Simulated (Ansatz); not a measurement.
LiSn₁₉H₂₈, relaxed as a doublet with UKS PBE-D4/def2-SVP in Ansatz, starting from a model built from a lattice or polyhedron. Force threshold 0.03 eV/Å.

In the def2 sets Sn takes a core potential; there is no spin–orbit coupling. Single mean-field runs in def2-SVP are fitted with def2-universal-jkfit.

Start:

```xyz
48

Li   -0.866    4.225   -2.510
Sn   -0.628   -4.928    0.807
Sn    3.941   -4.810    0.825
Sn    1.574   -2.547    4.044
Sn   -0.765   -0.339    0.776
Sn    3.823   -0.226    0.799
Sn   -5.474    4.108    0.713
Sn   -0.904    4.231    0.738
Sn    1.600   -2.597   -2.457
Sn    1.453    1.952   -2.451
Sn   -3.114    1.846   -2.503
Sn    1.684   -4.833    2.468
Sn   -0.674   -2.627   -0.835
Sn   -5.416    1.793   -0.863
Sn    3.908   -2.527   -0.786
Sn    1.524   -0.267    2.423
Sn   -0.815    1.927   -0.868
Sn    3.768    2.075   -0.861
Sn   -3.200    4.173    2.335
Sn    1.553   -0.306   -4.065
H    -0.579   -6.351   -0.142
H    -2.025   -4.976    1.802
H     3.999   -6.230   -0.144
H     5.379   -4.765    1.827
H     0.181   -2.577    5.021
H     2.972   -2.501    5.040
H    -2.145   -0.385    1.769
H     5.215   -0.156    1.802
H    -6.877    4.063    1.725
H    -5.504    5.502   -0.302
H     0.498    4.294    1.726
H    -0.923    5.642   -0.276
H     1.681   -4.043   -3.433
H     1.457    3.362   -3.486
H    -3.068    0.449   -3.470
H    -3.159    3.255   -3.516
H     1.715   -6.259    3.471
H    -2.061   -2.694   -1.822
H    -5.380    0.412    0.122
H    -6.800    1.739   -1.886
H     5.306   -2.478   -1.776
H     1.521    1.139    3.412
H     3.737    3.474    0.095
H     5.170    2.075   -1.843
H    -3.172    2.792    3.357
H    -3.245    5.593    3.322
H     0.157   -0.394   -5.075
H     2.974   -0.304   -5.051
```

```
step   energy (eV)  largest force component (eV/Å)  SCF passes
   1  -111464.7236                           0.572          24
   2  -111464.8160                           0.967          34
   3  -111465.1188                           0.443          35
   4  -111465.3345                           0.187          28
   5  -111465.4343                           0.171          25
   6  -111465.5200                           0.101          22
   7  -111465.5475                           0.079          22
   8  -111465.5846                           0.148          25
   9  -111465.6107                           0.137          23
  10  -111465.6448                           0.075          22
  11  -111465.6751                           0.087          22
  13  -111465.7400                           0.150          21
  15  -111465.8346                           0.105          22
  17  -111465.8834                           0.103          22
  19  -111465.9388                           0.073          22
  21  -111465.9927                           0.095          21
  23  -111466.0615                           0.125          22
  25  -111466.1481                           0.136          22
  27  -111466.2236                           0.201          24
  29  -111466.2490                           0.084          21
  31  -111466.2553                           0.040          19
  33  -111466.2619                           0.027          19
  35  -111466.2659                           0.034          16
  37  -111466.2671                           0.032          20
  38  -111466.2686                           0.017          19
```

Force components are those of the run's own axes.

End:

```xyz
48

Li   -1.0508    3.8565   -2.0895
Sn    0.0511   -5.8211    0.6877
Sn    4.5461   -5.0337    0.1940
Sn    2.3522   -3.6044    3.9967
Sn   -0.6769   -1.1564    1.3257
Sn    3.9170   -0.5330    0.9873
Sn   -5.7869    5.3421   -0.4676
Sn   -1.4034    4.7508    0.6973
Sn    1.5353   -2.6586   -2.3401
Sn    0.9400    1.7997   -1.3715
Sn   -3.0960    1.7162   -1.5221
Sn    2.5115   -5.6347    2.0495
Sn   -0.5176   -3.3210   -0.5218
Sn   -5.7358    2.5794   -1.0033
Sn    4.0160   -2.5335   -1.0000
Sn    1.7866   -1.1334    2.7427
Sn   -1.1598    1.7547    0.6257
Sn    3.5261    1.9738   -0.2550
Sn   -3.8305    6.0141    1.4375
Sn    0.9146   -0.1381   -3.4360
H     0.1146   -7.0840   -0.5093
H    -1.2152   -6.2384    1.8032
H     4.6237   -6.2685   -1.0271
H     6.0942   -4.9994    0.9833
H     1.0905   -3.9922    5.1287
H     3.8383   -3.5224    4.8989
H    -1.8587   -1.6068    2.5478
H     5.4365   -0.5222    1.8447
H    -7.3717    5.8343    0.0436
H    -5.4369    6.1913   -1.9411
H    -0.0393    5.6359    1.3395
H    -1.2849    5.3313   -1.0322
H     1.6497   -3.8259   -3.6316
H     0.7120    3.3311   -2.3241
H    -3.0965    0.3418   -2.5910
H    -2.5643    2.9889   -2.7038
H     2.8690   -7.1599    2.8164
H    -2.0014   -3.4380   -1.4361
H    -6.3108    1.7237    0.3946
H    -6.8069    2.1889   -2.3146
H     5.2655   -2.1522   -2.1560
H     1.7616    0.1125    3.9663
H     3.5699    3.2767    0.8941
H     4.7338    2.2975   -1.4619
H    -4.3164    5.4135    2.9915
H    -3.6733    7.7394    1.5855
H    -0.6606   -0.1528   -4.1715
H     2.0396    0.3364   -4.6753
```

Bonds lost: Li1–Sn17 (atoms count from 1). Bonds formed: Li1–H32, Li1–H34, Li1–H36 (atoms count from 1).

The force fell under the threshold at step 30, but the optimiser went on and released 0.016 eV more. No frequencies were taken in this run, so the end may be a saddle point.

It took 3.6 min on 4 threads of AMD EPYC 7R13 on a shared host and a share (37 GiB) of an NVIDIA H100 80GB HBM3, peak host memory 1.4 GiB.
